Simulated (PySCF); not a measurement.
2-selenophenecarboxylic acid, C5H4O2Se.
Bonds: O1–C2 (double), C2–O3, C2–C4, C4–C5 (aromatic), C5–C6 (aromatic), C6–C7 (aromatic), C7–Se8 (aromatic), C4–Se8 (aromatic). Hydrogens: H9 on O3; H10 on C5; H11 on C6; H12 on C7.

The calculation used PBE0-D3(BJ)/def2-SVP geometry optimisation, gas phase (PySCF 2.14.0).

Question: What internal coordinates does the optimisation give?

Answer: 
```
  bond  length (Å)     order
 O1=C2       1.205    double
 C2–O3       1.343    single
 C2–C4       1.467    single
 C4–C5       1.373  aromatic
 C5–C6       1.419  aromatic
 C6–C7       1.371  aromatic
C7–Se8       1.847  aromatic
C4–Se8       1.862  aromatic
 O3–H9       0.969    single
C5–H10       1.092    single
C6–H11       1.092    single
C7–H12       1.090    single
```

Orders are formal, as drawn. A selection of angles:
```
     angle  degrees
  O1–C2–O3    122.9
  O1–C2–C4    124.7
  O3–C2–C4    112.4
  C2–O3–H9    106.6
  C2–C4–C5    124.8
 C2–C4–Se8    123.6
 C5–C4–Se8    111.6
  C4–C5–C6    114.6
 C4–C5–H10    120.9
 C6–C5–H10    124.6
  C5–C6–C7    114.4
 C5–C6–H11    123.1
 C7–C6–H11    122.5
 C6–C7–Se8    112.3
 C6–C7–H12    126.9
Se8–C7–H12    120.9
 C4–Se8–C7     87.2
```

Dihedral angles: O1–C2–C4–C5 -2° (synperiplanar); H9–O3–C2–O1 0° (synperiplanar).

The 8 heavy atoms lie in one plane (0.013 Å rms). The C–C distances run from 1.371 Å (C6–C7, aromatic) to 1.467 Å (C2–C4, drawn single), a spread of 0.096 Å. The 5-membered ring C4–C5–C6–C7–Se8 has internal angles of 87.2° to 114.6°; it is planar, 0.00 Å rms from its mean plane, widest ring torsion 0°. Of the pairs four or more bonds apart, O1···H10 is among the closest relative to their van der Waals radii: 2.73 Å, 100 % of the sum of Bondi's values. The 2 C–O bonds span 1.205 Å (O1=C2, drawn double) to 1.343 Å (C2–O3, drawn single), a spread of 0.138 Å.

Stationary, but not proved a minimum. The numbers are those of one conformer (O1–C2–O3–H 0°, O1–C2–C4–C5 -2°).

Cost: about 2.3 min of CPU time on one thread; the machine was shared, so the figure is rough. These figures are those of the optimisation.
